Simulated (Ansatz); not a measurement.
Molecule: SeO₂, net charge 1, doublet state. 
Coordinates optimised at B3LYP-D3(BJ)/def2-TZVP (Ansatz, a program for electronic structure):
```
Se
O 1 1.5820
O 1 1.7306 2 104.39
```
Charge +1, spin multiplicity 2.

Parts of the frozen-core correlation energy in STO-3G (Ansatz, hartree). Frozen orbitals: 16; correlated occupied orbitals by spin: 9 and 8; virtual: 3 and 4. UHF or UKS for open shells. No spin-orbit coupling. No relativistic terms. The program attaches cautions to this run: large difference.

```json
[
 {"term": "reference (HF)", "value": "-2520.86006"},
 {"term": "MP2 opposite-spin", "value": "-0.06496"},
 {"term": "MP2 same-spin", "value": "-0.02393"},
 {"term": "CCSD correlation", "value": "-0.13623"},
 {"term": "(T)", "value": "-0.01005"},
 {"term": "T1 diagnostic", "value": "0.072"},
 {"term": "largest doubles amplitude", "value": "0.276"},
 {"term": "<S^2> of the reference", "value": "1.538"}
]
```
